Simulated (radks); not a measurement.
Results of a calculation; reference values are marked as such.
The table gives one normalised radial function P(r) = r R(r) of Li2+ in 1s1 (r in bohr). Level of theory: scalar-relativistic Kohn-Sham, MS2 meta-GGA, spin-unpolarised, spherical densities, finite nucleus; meta-GGA in the generalised Kohn-Sham scheme; Fermi nuclear charge, rms radius 2.444 fm; without spin polarisation the odd electron is poorly described (a radial shooting solver on a logarithmic mesh with Libxc functionals).

r	P
0.0359	0.3292
0.04179	0.3764
0.04865	0.4293
0.05664	0.4879
0.06593	0.5523
0.07676	0.6224
0.08936	0.6976
0.104	0.7771
0.1211	0.8595
0.141	0.9426
0.1641	1.0238
0.1911	1.0996
0.2224	1.1656
0.259	1.2170
0.3015	1.2485
0.3509	1.2551
0.4086	1.2324
0.4756	1.1775
0.5537	1.0900
0.6446	0.9728
0.7504	0.8322
0.8736	0.6780
1.017	0.5219
1.184	0.3763
1.378	0.2515
1.605	0.1537
1.868	0.0848

Which n and l does it have? It may be an empty orbital.

Answer. n = 1, l = 0: the number of nodes gives n - l - 1 = 0, the rise at small r (about r^(l+1)) gives l, and the extent must fit the shell. The curve is that of 1s. 1s: eigenvalue -99.588 eV, 0 radial nodes, <r> = 0.514 bohr, 90 % of the charge inside 0.917 bohr.
